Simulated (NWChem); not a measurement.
System: ZrH$_{4}$; SMILES [ZrH4]

All runs: NWChem. Geometry: optimised at PBE0/def2-SVP. def2 effective core potentials on Zr; no spin-orbit coupling. Vertical excitations in the gas phase; the lowest state need not have the same character in each row.

For level CAM-B3LYP/def2-SVPD, full TDDFT:

```yaml
lowest excitation, singlet (eV): 4.12
lowest triplet (eV): 3.76
orbital gap (eV): 8.68
```

Question: Estimate the same quantities for level PBE/def2-SVPD, full TDDFT.

Answer: 
- lowest excitation, singlet (eV) = 3.67
- lowest triplet (eV) = 3.34
- orbital gap (eV) = 3.71
